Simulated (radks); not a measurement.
Task: All-electron atom: the neon ion Ne2+ in [He] 2s2 2p4. Calculated with a radial shooting solver on a logarithmic mesh with Libxc functionals: Dirac Kohn-Sham, PBEsol, spin-unpolarised, spherical densities, finite nucleus; open shells fill j = l - 1/2 first; Fermi nuclear charge, rms radius 3.0055 fm. Some entries of the table are withheld. Estimate them.

orbital,occ.,eigenvalue (hartree),<r^2> (bohr^2)
1s1/2,2,(1),0.03373
2s1/2,2,(2),0.8252
2p1/2,2,(3),0.8315
2p3/2,2,(4),0.8346

Result: 
(1) 1s1/2 eigenvalue (hartree): -32.29641
(2) 2s1/2 eigenvalue (hartree): -2.86108
(3) 2p1/2 eigenvalue (hartree): -2.01289
(4) 2p3/2 eigenvalue (hartree): -2.00792
